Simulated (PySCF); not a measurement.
C₈H₁₀.
Atom-mapped SMILES: `[CH3:1]/[CH:2]=[CH:3]\[C:4]1=[CH:5][CH2:6][CH:7]=[CH:8]1` (hydrogens: H9, H10, H11 on C1; H12 on C2; H13 on C3; H14 on C5; H15, H16 on C6; H17 on C7; H18 on C8)

The closed-shell SCF was solved with PySCF and density fitting under several settings on one GFN2-xTB geometry (grid level 2 and gas phase unless stated).

```
                                     settings  basis functions  SCF cycles     E (Eh)  HOMO (eV)  LUMO (eV)  dipole (D)
                                PBE0/pcSseg-1              186          14  -310.3971      -6.02      -0.95        0.68
                               PBE0/def2-SVPD              240          14  -310.2301      -6.02      -0.98        0.66
PBE0/def2-SVP, fitting basis def2-qzvpp-jkfit              162          10  -310.2171      -5.94      -0.84        0.68
```

Problem. Estimate the rows for these settings: (1) HCTH407/3-21G; (2) PBE0/6-311G**; (3) BHandHLYP/6-31G, damping 0.1 at the start, DIIS from the seventh cycle, energy threshold 1e-07 Eh.

Solution. 
| settings | basis functions | SCF cycles | E (Eh) | HOMO (eV) | LUMO (eV) | dipole (D) |
| --- | --- | --- | --- | --- | --- | --- |
| HCTH407/3-21G | 92 | 15 | -309.0920 | -4.93 | -1.53 | 0.71 |
| PBE0/6-311G** | 204 | 14 | -310.5091 | -5.92 | -0.85 | 0.62 |
| BHandHLYP/6-31G, damping 0.1 at the start, DIIS from the seventh cycle, energy threshold 1e-07 Eh | 92 | 10 | -310.5287 | -6.53 | 0.52 | 0.57 |

Problem. Over all rows, what range does the HOMO–LUMO gap span?

Solution. From 3.40 eV (HCTH407/3-21G) to 7.05 eV (BHandHLYP/6-31G, damping 0.1 at the start, DIIS from the seventh cycle, energy threshold 1e-07 Eh). The functional of the narrowest has no exact exchange, that of the widest 50 % exact exchange.

Problem. Compare two rows with the functional PBE0: PBE0/def2-SVPD and PBE0/def2-SVP, fitting basis def2-qzvpp-jkfit. Which energy is lower, and by how much?

Solution. PBE0/def2-SVPD (240 functions) lies 0.0130 Eh or 8.2 kcal/mol below PBE0/def2-SVP, fitting basis def2-qzvpp-jkfit (162 functions).

Cycle counts include a coarse-grid stage where the run had one. All basis functions are spherical, in the Pople sets too.

Conformer computed: `[CH3:1]/[CH:2]=[CH:3]\[C:4]1=[CH:5][CH2:6][CH:7]=[CH:8]1`: C2–C3–C4–C5 0°.

One conformer stands for the species.
